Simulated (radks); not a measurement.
Problem. Calculated with a radial shooting solver on a logarithmic mesh with Libxc functionals: scalar-relativistic Kohn-Sham, PBE, spin-polarised, spherical densities, finite nucleus; Fermi nuclear charge, rms radius of each element as measured or else 0.836 A^(1/3) + 0.57 fm. Response by self-consistent Sternheimer equations with the Hartree and adiabatic LDA kernel, the relativistic mass of each level held fixed and spin-orbit coupling left out. Rank Li+, Be2+, C4+, B3+, F7+, O6+, Ne8+, He, N5+ (NIST ground configurations) by static dipole polarisability, largest first.

Solution. He 1.593, Li+ 0.2084, Be2+ 0.05526, B3+ 0.02050, C4+ 0.009274, N5+ 0.004787, O6+ 0.002714, F7+ 0.001652, Ne8+ 0.001061 bohr^3.
